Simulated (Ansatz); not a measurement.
Ideal-gas functions of `[BH3-][AsH3+]` at 600 K and 1 bar, from an Ansatz frequency run at PBE0-D4/def2-TZVP.

Molar mass 91.78 g/mol, point group C3v (symmetry number 3), electronic degeneracy 1, moments of inertia 9.47, 59.985, 59.985 u Å². Harmonic wavenumbers (cm⁻¹, unscaled): 186, 335, 335, 453, 784, 784, 907, 1017, 1017, 1069, 1141, 1141, 2287, 2299, 2300, 2470, 2562, 2562.

Use S(trans) = R[1.5 ln M + 2.5 ln T − 1.1517]; rotational temperatures θ = 24.2544 K / I; S(rot) = R[ln(√π/σ · √(T³/θAθBθC)) + 1.5]; for each mode x = 1.438777 ν̃/T, S = R[x/(eˣ − 1) − ln(1 − e⁻ˣ)] and H = RT x/(eˣ − 1); 1 cm⁻¹ = 0.0119627 kJ/mol; R = 8.31446 J/(mol·K).

Q: By hand: the entropy, in J/(mol·K).

A: Translation 179.8. Rotation: θ = 2.5612, 0.4043, 0.4043 K, giving 91.5. Vibration, mode by mode: 15.10, 10.36, 10.36, 8.02, 4.19, 4.19, 3.32, 2.70, 2.70, 2.45, 2.13, 2.13, 0.22, 0.22, 0.22, 0.15, 0.13, 0.13, in all 68.7. Electronic 0.0. Sum 340.0 J/(mol·K).

Q: By hand: H − E and G − E in kJ/mol, counted from the electronic energy.

A: Zero-point energy ½ × 23649 × 0.0119627 = 141.5; thermal vibration 23.8; translation, rotation and pV give 4 RT = 20.0. H − E = 185.3 kJ/mol, and G − E = 185.3 − 600 × 340.0/1000 = -18.7 kJ/mol.

Vibration gives 20 % of the entropy.
